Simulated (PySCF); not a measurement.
Precursor series Ti Cl-H. Gas-phase values, no solvent.

The HOMO from two functionals at the same geometries (r2SCAN-D4/def2-SVP), both in PySCF: PBE-D3(BJ)/def2-TZVP and B3LYP-D3(BJ)/def2-TZVP. B3LYP has the VWN-RPA correlation part, as in Gaussian. 

| species | PBE-D3(BJ)/def2-TZVP (eV) |
|---|---|
| 0 of 4 Cl replaced by H ([Ti(Cl)4]) | -8.26 |
| 1 of 4 Cl replaced by H ([Ti(Cl)3(H)]) | -8.05 |
| 2 of 4 Cl replaced by H ([Ti(Cl)2(H)2]) | -7.72 |
| 4 of 4 Cl replaced by H ([Ti(H)4]) | -7.43 |

Task: What does B3LYP-D3(BJ)/def2-TZVP give for each?

Result: 
- 0 of 4 Cl replaced by H ([Ti(Cl)4]): -9.34
- 1 of 4 Cl replaced by H ([Ti(Cl)3(H)]): -9.37
- 2 of 4 Cl replaced by H ([Ti(Cl)2(H)2]): -9.08
- 4 of 4 Cl replaced by H ([Ti(H)4]): -8.64
Over these rows, drawn at random from the members with no instability flagged (it was tested for open shells, ions and some series alone), PBE minus B3LYP-D3(BJ): mean +1.24 eV, from +1.09 eV to +1.36 eV.
